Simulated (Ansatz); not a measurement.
`F[SiH2]C[SiH3]` + `C=CN[SiH2]Cl` → `C=CN([SiH3])[SiH2]Cl` + `C[SiH2]F`  (ligand exchange at the Si–C bond)

Isolated molecules relaxed with PBE0-D4/def2-TZVP in Ansatz; ΔE leaves out vibrations. CCSD(T)/CBS is the MP2 limit (def2-TZVPP, def2-QZVPP) plus CCSD(T) − MP2 in def2-TZVPP, frozen cores. One conformer a species, not always the lowest.

`F[SiH2]C[SiH3]`:

```xyz
11

F    -0.527    0.440    2.223
Si   -0.155    1.290    0.915
C     0.678    0.184   -0.317
Si   -0.256   -1.387   -0.746
H    -1.419    1.835    0.361
H     0.728    2.399    1.353
H     0.818    0.764   -1.237
H     1.676   -0.082    0.047
H    -0.308   -2.297    0.426
H    -1.646   -1.052   -1.156
H     0.411   -2.094   -1.871
```

`C=CN[SiH2]Cl`:

```xyz
11

C     1.507   -1.044    1.164
C     0.499   -0.258    0.796
N     0.199    0.138   -0.499
Si   -1.240    0.925   -0.988
Cl   -2.845   -0.345   -1.242
H     1.664   -1.273    2.208
H     2.194   -1.473    0.443
H    -0.173    0.151    1.546
H     0.807   -0.252   -1.204
H    -0.982    1.555   -2.299
H    -1.629    1.876    0.074
```

`C=CN([SiH3])[SiH2]Cl`:

Cartesian coordinates in Å:
```
C 0.806 0.714 -1.948
C 0.097 0.956 -0.846
N -0.140 0.064 0.206
Si -1.101 0.580 1.577
Si 0.554 -1.517 0.064
Cl 0.013 -2.548 1.756
H 0.918 1.489 -2.693
H 1.293 -0.234 -2.154
H -0.359 1.934 -0.716
H -1.485 1.983 1.280
H -0.322 0.533 2.838
H -2.323 -0.247 1.730
H 0.018 -2.245 -1.108
H 2.032 -1.462 0.014
```

`C[SiH2]F`:

Z-matrix (Å, degrees):
```
C
Si 1 1.853
H 1 1.094 2 110.1
H 1 1.092 2 111.0 3 -119.6
H 1 1.092 2 111.1 3 119.7
F 2 1.604 1 109.4 3 179.8
H 2 1.485 1 111.5 3 61.3
H 2 1.485 1 111.5 3 -61.7
```

```
          level  ΔE (kJ/mol)
CCSD/def2-TZVPP        -35.0
  HF/def2-QZVPP        -29.3
```

Problem. What does CCSD(T)/CBS give? (Best estimate.)

Solution. Computed: -36.7 kJ/mol. The listed levels differ from it by 1.7, 7.4 kJ/mol.

Largest T1 diagnostic among the species: 0.011.

From PBE to PBE0 (25 % exact exchange), in def2-TZVPP and without D4, ΔE moves by −3.1 kJ/mol. The D4 term adds −10.0 kJ/mol with B3LYP and −5.3 kJ/mol with PBE0; it sums over pairs of atoms, weighted by their polarisabilities, and B3LYP, whose exchange is more repulsive, gets the larger term. In def2-TZVPP, CCSD(T) changes the Hartree–Fock value by −7.9 kJ/mol (the triples alone add −1.6 kJ/mol) and MP2 by −11.7 kJ/mol.

B3LYP here is the variant with VWN-RPA as its local correlation; programs differ in this.
